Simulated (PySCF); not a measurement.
# Solvent effects on NMR parameters

Cartesian coordinates in Å; atom numbers follow the order of the lines, from 1:
```xyz
11

F     1.597    1.678   -0.209
Si    1.636    0.081    0.108
C     0.077   -0.700   -0.546
Si   -1.539    0.013    0.114
H     2.848   -0.478   -0.557
H     1.735   -0.082    1.587
H     0.077   -0.626   -1.647
H     0.113   -1.777   -0.299
H    -1.584   -0.130    1.602
H    -2.704   -0.718   -0.471
H    -1.654    1.460   -0.233
```

GIAO PBE0/pcSseg-1 in PySCF 2.14.0 with density-fitted response routines on one PBE0-D3(BJ)/def2-SVP conformer, non-relativistic, equivalent nuclei averaged. Solvents enter as an IEF-PCM continuum (water with ε = 78.4) around the gas-phase geometry. Shifts are referred to CFCl3, TMS computed in the same medium.

Gas phase, δ in ppm: F1 -213.8, Si2 9.0, Si4 -69.9, C3 -7.2, H5/H6 5.21, H9/H10/H11 4.09, H7/H8 -0.08. Dipole moment 1.98 D.

Q: How does each δ change in the continuum?

A: 
```
     atoms                            environment  Δδ, water
        F1                  fluorine bonded to Si       -0.5
       Si2            silicon bonded to C, F, 2 H       +3.5
       Si4               silicon bonded to C, 3 H       +0.8
        C3                 sp3 CH2 bonded to 2 Si       +0.5
     H5/H6   hydrogen on a silicon bonded to C, F      -0.01
H9/H10/H11      hydrogen on a silicon bonded to C      -0.11
     H7/H8  hydrogen on an sp3 CH2 bonded to 2 Si      +0.35
```

Changes are relative to the gas phase. The dipole moment becomes 2.52 D in water.

Q: Which nuclei move most (in ppm), and what does the model miss?

A: Si2 (silicon bonded to C, F, 2 H, +3.5 ppm) in water. A continuum only polarises the solute; specific hydrogen bonds, the anisotropy of aromatic solvents and changes of geometry or conformer are outside it.
